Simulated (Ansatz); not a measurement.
`OC(Cl)C[SiH3]` + H₂ → `[SiH3]CCCl` + H₂O at 298.15 K and 1 bar (hydrogenolysis of a C–O bond).

Isolated molecules relaxed with PBE0-D4/def2-TZVP in Ansatz; ΔE leaves out vibrations. CCSD(T)/CBS adds triple-zeta CCSD(T) − MP2 to the extrapolated MP2 energy (def2 sets, frozen cores). This one scheme is used for every species. Each species was taken in one conformer, which may not be the lowest.

```json
{"species": "`OC(Cl)C[SiH3]`", "CCSD(T)/CBS energy (Eh)": "-904.34500", "H − E (kJ/mol)": "247.9", "S (J/(mol·K))": "350.1"}
{"species": "H₂", "CCSD(T)/CBS energy (Eh)": "-1.17544", "H − E (kJ/mol)": "35.1", "S (J/(mol·K))": "130.4"}
{"species": "`[SiH3]CCCl`", "CCSD(T)/CBS energy (Eh)": "-829.17301", "H − E (kJ/mol)": "233.1", "S (J/(mol·K))": "330.6"}
{"species": "H₂O", "CCSD(T)/CBS energy (Eh)": "-76.37941", "H − E (kJ/mol)": "66.4", "S (J/(mol·K))": "188.7"}
```

H − E and S are ideal-gas, rigid-rotor, harmonic terms from PBE0-D4/def2-TZVP, for one conformer and one mirror image of each species. For small species the MP2-based limit differs from directly extrapolated CCSD(T) by up to some mEh (0.8 for H₂); such offsets cancel only in part. 1 Eh = 2625.50 kJ/mol, R = 8.31446 J/(mol·K).

Q: By hand: ΔE, ΔH, ΔS and ΔG.

A: ΔE = (-829.17301) + (-76.37941) − (-904.34500) − (-1.17544) = -0.03198 Eh = -84.0 kJ/mol. Δ(H − E) = 233.1 + 66.4 − 247.9 − 35.1 = 16.5, so ΔH = -67.5 kJ/mol. ΔS = 330.6 + 188.7 − 350.1 − 130.4 = 38.8 J/(mol·K). ΔG = -67.5 − 298.15 × (38.8)/1000 = -79.1 kJ/mol.

Q: By hand: the equilibrium constant, and the temperature at which ΔG would vanish if ΔH and ΔS stayed fixed.

A: log₁₀ K = −ΔG/(RT ln 10) = 13.9. ΔH and −TΔS have one sign here, so there is no such temperature.

ΔH outweighs TΔS. A doubt of 5 kJ/mol in ΔE shifts log₁₀ K by 0.9 here. Other conformers and mirror images would add mixing entropy, several J/(mol·K) or more a flexible species. These are equilibria of isolated gas molecules and say nothing of rates. Largest T1 diagnostic: 0.011 (customary marks: 0.02 for closed shells, 0.045 for open ones).
